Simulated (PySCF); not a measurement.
Precursor series Nb Cl-NH2. Isolated molecules, 0 K electronic values unless said otherwise. One relaxed conformer stands for each flexible species; it need not be the lowest. In the def2 sets, heavy atoms carry core potentials. All members: neutral, multiplicity 1. Level: B3LYP-D3(BJ)/def2-TZVP // r2SCAN-D4/def2-SVP (PySCF), beside PBE-D3(BJ)/def2-TZVP // r2SCAN-D4/def2-SVP (PySCF) at the same geometries. B3LYP has the VWN-RPA correlation part, as in Gaussian. 

```json
[
 {"species": "[Nb(Cl)2(NH2)3]", "HOMO–LUMO gap, PBE (eV)": "2.49", "HOMO–LUMO gap, B3LYP-D3(BJ) (eV)": "4.17"},
 {"species": "[Nb(Cl)4(NH2)]", "HOMO–LUMO gap, PBE (eV)": "2.68", "HOMO–LUMO gap, B3LYP-D3(BJ) (eV)": "4.27"},
 {"species": "[Nb(Cl)5]", "HOMO–LUMO gap, PBE (eV)": "2.85", "HOMO–LUMO gap, B3LYP-D3(BJ) (eV)": "4.34"},
 {"species": "[Nb(Cl)3(NH2)2]", "HOMO–LUMO gap, PBE (eV)": "2.90", "HOMO–LUMO gap, B3LYP-D3(BJ) (eV)": "4.48"},
 {"species": "[Nb(Cl)(NH2)4]", "HOMO–LUMO gap, PBE (eV)": "3.26", "HOMO–LUMO gap, B3LYP-D3(BJ) (eV)": "4.93"},
 {"species": "[Nb(NH2)5]", "HOMO–LUMO gap, PBE (eV)": "3.41", "HOMO–LUMO gap, B3LYP-D3(BJ) (eV)": "withheld"}
]
```

Problem. Fit y = a + b·x, y being the HOMO–LUMO gap at the first level, to the 5 complete rows by least squares, with x = the PBE value in eV. Give a, b and the rms residual, and predict the withheld value.

Solution. Means of the 5 rows: x̄ = 2.836, ȳ = 4.438 eV. Σ(x − x̄)² = 0.32812 and Σ(x − x̄)(y − ȳ) = 0.32886, so b = 1.002 and a = ȳ − b·x̄ = 1.596 eV. The rms residual is 0.069 eV. At x = 3.41 the line gives 5.01 eV, outside the range of the fitted rows. The run for [Nb(NH2)5] gave 5.04 eV, so the line is off by 0.03 eV, within twice the rms residual.

Codes: PySCF.
